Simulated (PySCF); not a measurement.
Partial charges of `CC(=O)CC(=O)[SiH2]CCl`

Species: C5H9ClO2Si.
Cartesian coordinates in Å at the GFN2-xTB level; atoms count from 1:
```xyz
18
C5H9ClO2Si angstrom
C     -3.1082   -0.1129   -0.0665
C     -1.6185   -0.2633   -0.0258
O     -0.9836   -0.2068    1.0056
C     -0.9188   -0.4547   -1.3337
C      0.4251    0.2666   -1.2645
O      0.8411    0.8928   -2.2047
Si     1.3521    0.0860    0.4214
C      3.1667    0.4166   -0.1139
Cl     4.2054    0.2420    1.3242
H     -3.3588    0.7995   -0.6055
H     -3.5107   -0.0573    0.9415
H     -3.5556   -0.9479   -0.6011
H     -0.6695   -1.5138   -1.4364
H     -1.5177   -0.1452   -2.1910
H      1.0362    1.1685    1.3431
H      1.3277   -1.3022    0.8738
H      3.5485   -0.2852   -0.8524
H      3.3299    1.4235   -0.4905
```

Density: PBE0/pcSseg-1 (PySCF); schemes: Mulliken, IAO, Hirshfeld and ESP-fitted. Isolated species at its GFN2-xTB geometry (one conformer only).

**Question.** For which atoms does the sign change between the 4 schemes (beyond +0.03 e in one, beyond −0.03 e in another)?

**Answer.** For none.

**Question.** Which atoms carry the lowest charge in the Mulliken, IAO, Hirshfeld and ESP-fitted schemes?

**Answer.** The schemes don't all agree: Mulliken C8 (-0.502); IAO C8 (-0.539); Hirshfeld O6 (-0.211); ESP-fitted C8 (-0.588).

**Question.** At which atom do the 4 schemes differ most?

**Answer.** At C2: from +0.154 (Mulliken) to +0.657 e (ESP-fitted), 0.503 e apart.

**Question.** Give the atomic charges in each scheme.

**Answer.** In e:

| atom | environment | Mulliken | IAO | Hirshfeld | ESP-fitted |
| --- | --- | --- | --- | --- | --- |
| C1 | methyl carbon next to a carbonyl | -0.238 | -0.471 | -0.115 | -0.571 |
| C2 | ketone carbonyl carbon | +0.154 | +0.403 | +0.192 | +0.657 |
| O3 | ketone oxygen | -0.404 | -0.394 | -0.163 | -0.485 |
| C4 | sp3 carbon next to a carbonyl | -0.217 | -0.378 | -0.092 | -0.391 |
| C5 | carbonyl carbon | -0.019 | +0.147 | +0.086 | +0.471 |
| O6 | carbonyl oxygen | -0.330 | -0.372 | -0.211 | -0.452 |
| Si7 | SiH2 silicon | +0.699 | +0.720 | +0.285 | +0.370 |
| C8 | sp3 C–Cl carbon | -0.502 | -0.539 | -0.140 | -0.588 |
| Cl9 | alkyl chlorine | -0.188 | -0.115 | -0.089 | -0.124 |
| H10 | methyl hydrogen | +0.154 | +0.174 | +0.066 | +0.174 |
| H11 | methyl hydrogen | +0.150 | +0.173 | +0.058 | +0.173 |
| H12 | methyl hydrogen | +0.146 | +0.169 | +0.062 | +0.161 |
| H13 | methylene hydrogen | +0.195 | +0.194 | +0.072 | +0.133 |
| H14 | methylene hydrogen | +0.144 | +0.163 | +0.055 | +0.123 |
| H15 | Si–H hydrogen | -0.038 | -0.098 | -0.073 | -0.044 |
| H16 | Si–H hydrogen | -0.051 | -0.113 | -0.079 | -0.061 |
| H17 | methylene hydrogen | +0.169 | +0.164 | +0.041 | +0.225 |
| H18 | methylene hydrogen | +0.177 | +0.171 | +0.043 | +0.228 |

Mean size of the charges over all atoms: ESP-fitted 0.302 e, IAO 0.275 e, Mulliken 0.221 e, Hirshfeld 0.107 e. Each set sums to the total charge, 0, to within 0.001 e. The IAO scheme projects the occupied orbitals on a minimal set of polarised atomic orbitals and counts the electrons in each atom's part of it. The Mulliken scheme counts on each atom the diagonal of the density matrix times the overlap matrix over that atom's basis functions.

**Question.** How many electrons does the IAO scheme count on C2?

**Answer.** Z − q = 6 − (+0.403) = 5.597.

**Question.** Sum the charges by element, for elements with more than one atom.

**Answer.** 
```tsv
element	atoms	Mulliken	IAO	Hirshfeld	ESP-fitted
C	5	-0.823	-0.837	-0.069	-0.421
O	2	-0.733	-0.766	-0.374	-0.937
H	9	+1.045	+0.999	+0.245	+1.112
```

The run behind these numbers computed NMR shieldings as well. Time: 2.3 min wall (with the writing of density and orbital grids); peak memory 0.94 GiB. Hardware: one thread of an Intel Xeon at 2.50 GHz (shared host).
